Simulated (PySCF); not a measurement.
**TDDFT excited states: CH8F2Si3**

CH₈F₂Si₃.
InChI=1S/CH8F2Si3/c2-1(3)5-6-4/h1H,5-6H2,4H3

Computed, not measured: TDDFT CAM-B3LYP/def2-SVPD, vertical, gas phase, core orbitals frozen in the response (PySCF 2.14.0, density-fitted response routines). Isolated species at its GFN2-xTB geometry (one conformer only). Torsions of this conformer, `[F:1][CH:2]([F:3])[SiH2:4][SiH2:5][SiH3:6]`: F1–C2–Si4–Si5 -61°, C2–Si4–Si5–Si6 20°.

Question: Predict the UV-vis stick spectrum at this level.

Answer: 

```json
{"state": "S1", "E (eV)": "6.84", "λ (nm)": "181.2", "ν̃ (cm⁻¹)": "55190", "f": "0.160", "main configurations (H = HOMO, L = LUMO)": "H→L (83%)"}
{"state": "S2", "E (eV)": "7.04", "λ (nm)": "176.1", "ν̃ (cm⁻¹)": "56800", "f": "0.0035", "main configurations (H = HOMO, L = LUMO)": "H→L+1 (82%)"}
{"state": "S3", "E (eV)": "7.11", "λ (nm)": "174.3", "ν̃ (cm⁻¹)": "57360", "f": "0.149", "main configurations (H = HOMO, L = LUMO)": "H-1→L (90%)"}
{"state": "S4", "E (eV)": "7.47", "λ (nm)": "166.0", "ν̃ (cm⁻¹)": "60260", "f": "0.013", "main configurations (H = HOMO, L = LUMO)": "H-1→L+1 (68%), H-3→L (11%)"}
{"state": "S5", "E (eV)": "7.68", "λ (nm)": "161.4", "ν̃ (cm⁻¹)": "61950", "f": "0.023", "main configurations (H = HOMO, L = LUMO)": "H-2→L (72%)"}
{"state": "S6", "E (eV)": "7.80", "λ (nm)": "158.9", "ν̃ (cm⁻¹)": "62940", "f": "0.158", "main configurations (H = HOMO, L = LUMO)": "H→L+2 (67%)"}
{"state": "S7", "E (eV)": "7.89", "λ (nm)": "157.2", "ν̃ (cm⁻¹)": "63600", "f": "0.089", "main configurations (H = HOMO, L = LUMO)": "H-1→L+2 (42%), H→L+3 (31%)"}
{"state": "S8", "E (eV)": "7.97", "λ (nm)": "155.7", "ν̃ (cm⁻¹)": "64240", "f": "0.023", "main configurations (H = HOMO, L = LUMO)": "H-3→L (59%), H-1→L+1 (11%)"}
```

Triplets (Tamm–Dancoff): T1 5.84 eV, H→L (82%); T2 6.41 eV, H-1→L (42%), H→L+1 (33%); T3 6.49 eV, H→L+1 (43%), H-1→L (34%).

The lowest singlet comes at 181 nm (660 kJ/mol) in the vacuum ultraviolet; it is strong; its leading configuration is HOMO→LUMO (83%). The largest oscillator strength of a single state is 0.160. Löwdin shares by element: HOMO silicon 58%, carbon 14% (atoms not listed hold the other 28%); LUMO silicon 65%, hydrogen 9% or more (atoms not listed hold the other 26%). Weighted by f, the mean energy of these states is 7.39 eV. Orbital energies (eV): HOMO-3 -10.94, HOMO-2 -10.69, HOMO-1 -9.95, HOMO -9.71, LUMO 0.16, LUMO+1 0.81, LUMO+2 0.97. The listed states span 1.12 eV, and the widest gap between neighbours is 0.36 eV (S3 to S4). No computed singlet lies in the visible range (380 to 750 nm); the lowest, at 181 nm, stands 3.58 eV above its violet end (3.26 eV). Singlets were solved by full linear response, triplets in the Tamm–Dancoff approximation.
